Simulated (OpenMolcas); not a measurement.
**Ag4+: effect of the active space**

```yaml
Program: OpenMolcas 26.06
Method: MS-CASPT2, IPEA 0.25 Eh, imaginary shift 0.1 Eh
Basis: ANO-R2
Scalar_Hamiltonian: X2C, finite nucleus
Spin-orbit_coupling: RASSI with atomic mean-field integrals over the reference wave functions, term energies averaged over their components
```

A. 7 electrons in 5 orbitals (4d); 2S+1 = 4 even, 10 roots; 2S+1 = 2 even, 40 roots; closed shells correlated: 4s 4p; CASPT2 step of the order of 13 core-seconds
B. 7 electrons in 10 orbitals (4d 5d); 2S+1 = 4 even, 10 roots; 2S+1 = 2 even, 40 roots; closed shells correlated: 4s 4p; CASPT2 step of the order of 29 core-minutes

Energies in cm⁻¹ above 4d⁷ ⁴F_9/2, the measured ground level; measured values from the list in Gamrath, thesis, University of Mons (2023).

| Level | A | B | Measured |
| --- | --- | --- | --- |
| 4d⁷ ⁴F_9/2 | 0.0 | 0.0 | 0.0 |
| 4d⁷ ⁴F_7/2 | 3510 | 3480 | 3690 |
| 4d⁷ ⁴F_5/2 | 5580 | 5530 | 5816 |
| 4d⁷ ⁴F_3/2 | 6850 | 6780 | 7097 |
| 4d⁷ ⁴P_3/2 [66 %] | 14470 | 14360 | 14204 |
| 4d⁷ ⁴P_5/2 | 15080 | 14950 | 14899 |
| 4d⁷ ²G_9/2 | 17170 | 17170 | 16875 |
| 4d⁷ ⁴P_1/2 | 17190 | 17040 | 17067 |
| 4d⁷ ²G_7/2 | 20540 | 20540 | 20442 |
| 4d⁷ ²H_11/2 | 23220 | 23210 | 22532 |
| 4d⁷ ²P_1/2 | 24490 | 24550 | 24599 |
| 4d⁷ ²D_5/2(1) | 24690 | 24720 | 24361 |
| 4d⁷ ²H_9/2 | 26800 | 26770 | 26368 |
| 4d⁷ ²D_3/2(1) [69 %] | 30190 | 30270 | 30134 |
| 4d⁷ ²F_5/2 | 35350 | 35360 | 34635 |
| 4d⁷ ²F_7/2 | 37170 | 37240 | 36594 |
| 4d⁷ ²D_3/2(2) | 56490 | 56460 | 55041 |
| 4d⁷ ²D_5/2(2) | 58130 | 58260 | 56772 |

Deviations, from unrounded energies. A percentage is the sum of absolute deviations over the sum of measured energies, with the sign that they share, or ± where signs differ.

```tsv
Against measurement	Levels	A	B
mean absolute deviation (cm-1)	17	430	430
fine structure of the ground term (%)	3	-4.0	-4.9
other terms of the ground configuration (%)	14	±1.7	±1.7
```

A, B lie about equally close to measurement. The largest miss of B in the table is 4d⁷ ²D_5/2(2), by +1500 cm-1. The ranking rests on the paired levels alone, and a cruder setting can come out closer through cancelling errors.

The two smallest mean deviations differ by little beside CASPT2's spread within terms, so their order carries little weight.

Between A and B the level of the table that moves most is 4d⁷ ⁴P_1/2, by 150 cm-1 (lowest in B, highest in A). Moves below CASPT2's spread within the term are not significant.

Term energies are means over components that CASPT2 splits; among the terms shown or strongly mixed into the levels shown the widest spread is 710 cm-1 (4d⁷ ⁴F, B). Active for correlation alone: 5d; no level in the range computed is led by a configuration that fills it, so any true level of that kind is missing (holds for B). Computed and measured levels are paired by configuration, term and J; levels that our copy of the source lacks, or whose pairing is in doubt (as where it misses far off the trend of its configuration), stay unpaired and out of the deviations. Levels of configurations outside the active space are missing. The table leaves out levels that lie high or whose names do not pair safely across all columns.

A share in square brackets marks a mixed level and gives the weight of the term that names it, the lowest over the columns. A number in round brackets counts repeated terms of one configuration in the order of the reference energies.
